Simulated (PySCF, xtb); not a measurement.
FH6NOSi2, SMILES N[Si@@](O)(F)[SiH3].

GFN2-xTB run with xtb at its own geometry gives an orbital gap of 4.82 eV and a dipole moment of 1.56 D.

Geometry: PBE-D3(BJ)/def2-SVP. The structure was generated by enumeration; whether it is a known compound was not checked. Other conformers were not sampled.

Q: What does PBE/def2-TZVP (PySCF) give? (Estimate from the structure and the level; the computed values follow.)

A: gap 5.68 eV (levels -6.55 and -0.87 eV), dipole 0.79 D.
